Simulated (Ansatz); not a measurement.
`[F][GeH]([F])[SeH]`. Charge 0, multiplicity 1.

Cartesian coordinates in Å:
```
F 1.657 0.864 -0.897
Ge 0.451 0.201 0.138
F 1.181 -1.209 0.810
Se -1.315 -0.359 -1.257
H 0.185 1.162 1.297
H -2.160 -0.659 -0.092
```

Q: What are the harmonic wavenumbers in cm⁻¹ at PBE0-D4/def2-TZVP (Ansatz, finite differences of forces, unscaled)? (Estimate.)

A: Computed: 88, 141, 185, 246, 316, 648, 701, 713, 734, 736, 2201, 2439.

Q: Is this a minimum?

A: Yes, all 12 modes are real.

Q: Give the ideal-gas thermochemistry at 298.15 K and 1 bar (rigid rotor, harmonic oscillator; point group C1, symmetry number 1).

A: Zero-point energy 54.7 kJ/mol; H(298) − E = 73.7 kJ/mol; entropy 346.5 J/(mol·K), of which translation 174.4, rotation 116.1, vibration 55.9; G(298) − E = -29.6 kJ/mol. Modes under 100 cm⁻¹ are hindered rotations or soft bends, so the harmonic entropy is rough.
